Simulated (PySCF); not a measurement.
Computed shifts of a molecule C₂H₈GeN₂, B3LYP/pcSseg-1 (PySCF), GIAO, gas phase, equivalent atoms averaged, in ppm (number of nuclei): ¹⁵N: 31.4 (1), 18.1 (1). ¹³C: 151.5 (1), 142.8 (1). ¹H: 6.55 (1), 6.50 (1), 6.28 (1), 5.15 (1), 0.36 (1), 0.34 (1), 0.26 (1), 0.16 (1). References: ⁷³Ge against GeH4 (σ = 1631.8 ppm); ¹⁵N against NH3 (σ = 265.5 ppm); ¹³C against TMS (σ = 181.3 ppm); ¹H against TMS (σ = 31.68 ppm), references at their B3LYP-D3(BJ)/def2-TZVP geometries, non-relativistic. Geometry optimised at B3LYP-D3(BJ)/def2-SVP. One conformer was computed; it need not be the lowest.

Task: Pick the molecule that these values belong to.
A) C/N=[CH]/[GeH2][NH2]
B) [NH2][GeH]1[CH2]N[CH2]1
C) C1C[NH][GeH2][NH]1
D) C=[CH][GeH]([NH2])[NH2]

Result: D, C=[CH][GeH]([NH2])[NH2]
